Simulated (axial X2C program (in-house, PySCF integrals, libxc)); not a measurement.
## Worked dissociation energy of SrB⁺: PBE0, two-component

All values were computed with an in-house all-electron X2C program for linear molecules (integrals from PySCF). Two-component (2c) means X2C with spin–orbit coupling and atomic mean-field two-electron Coulomb and Gaunt terms. Basis: Sr dyall-cv3z [13s12p8d5f1g], B dyall-v3z [7s6p2d1f] (cores contracted in-house); Gaussian nuclei, density fitting, unrestricted open shells. Masses: Sr 87.906 u, B 11.009 u.

Molecular state: Ω = 2 (⟨Sz⟩ = 1.00, ⟨Lz⟩ = 1.00 at PBE0).

- E(Sr+) (2M_J = 1): -3177.591821 hartree
- E(B) (2M_J = 1): -24.625863 hartree
- E(SrB⁺) at Re: -3202.260049 hartree
- ωe: 396.5 cm⁻¹
- ωexe: 2.52 cm⁻¹

Question: Work out De and D0.

Answer: De = -3177.591821 + (-24.625863) − (-3202.260049) = 0.04236 hartree = 1.153 eV. The zero-point energy is ωe/2 − ωexe/4 = 198 cm⁻¹ = 0.025 eV, so D0 = 1.128 eV.

The state is a single determinant with fixed occupations, the lowest that a limited PBE0 search found. De is counted from the lowest determinant-based energies of the atoms at the same level, without counterpoise correction. Density functionals use the spin component along the axis (collinear). The 2c atoms are single determinants rather than J levels; their spin–orbit lowering is only partly caught, and De is too large by that part. This holds for PBE0. Other states lie close and PBE0, whose exact exchange favours high spin, may order them wrongly; the determinant shown need not be the ground state. The nearest other 2c determinant of the search, Ω = 1, lies 0.27 eV up at the distance of the search. Without a current term, density functionals place determinants with orbital angular momentum somewhat too high. With several unpaired electrons one determinant need not be a pure state. Open-shell Ω = 0 determinants with evenly filled partner blocks cannot be reached by this program, so the Ω shown need not be the lowest component.

Each atomic determinant is the lowest at this level and need not be a pure J level. Totals compare only within one Hamiltonian and basis.
